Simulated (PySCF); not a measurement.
```xyz
13

O     -0.7660    -1.9936    -1.5723
C     -0.0486    -1.9546    -0.6047
Si     0.0461    -0.4033     0.5299
Si     1.9335     0.8193    -0.1183
Si    -1.9401     0.7992     0.2825
H      0.5937    -2.8340    -0.3731
H      0.2470    -0.8802     1.9217
H      2.1082     1.9827     0.7787
H      3.1450    -0.0278    -0.0474
H      1.7608     1.2992    -1.5062
H     -3.1030    -0.0773     0.5363
H     -1.9540     1.9143     1.2562
H     -2.0226     1.3561    -1.0832
```

Charge 0, multiplicity 1.

Q: Give the Mulliken and meta-Löwdin atomic charges from CAM-B3LYP-D3(BJ)/def2-TZVP (PySCF 2.14.0).

A: 
```json
[
 {"atom": "O1", "Mulliken (e)": "-0.24", "meta-Löwdin (e)": "-0.37"},
 {"atom": "C2", "Mulliken (e)": "0.02", "meta-Löwdin (e)": "0.09"},
 {"atom": "Si3", "Mulliken (e)": "0.12", "meta-Löwdin (e)": "0.24"},
 {"atom": "Si4", "Mulliken (e)": "0.10", "meta-Löwdin (e)": "0.26"},
 {"atom": "Si5", "Mulliken (e)": "0.11", "meta-Löwdin (e)": "0.26"},
 {"atom": "H6", "Mulliken (e)": "0.09", "meta-Löwdin (e)": "0.07"},
 {"atom": "H7", "Mulliken (e)": "-0.03", "meta-Löwdin (e)": "-0.08"},
 {"atom": "H8", "Mulliken (e)": "-0.03", "meta-Löwdin (e)": "-0.08"},
 {"atom": "H9", "Mulliken (e)": "-0.03", "meta-Löwdin (e)": "-0.08"},
 {"atom": "H10", "Mulliken (e)": "-0.02", "meta-Löwdin (e)": "-0.08"},
 {"atom": "H11", "Mulliken (e)": "-0.03", "meta-Löwdin (e)": "-0.08"},
 {"atom": "H12", "Mulliken (e)": "-0.04", "meta-Löwdin (e)": "-0.08"},
 {"atom": "H13", "Mulliken (e)": "-0.02", "meta-Löwdin (e)": "-0.08"}
]
```
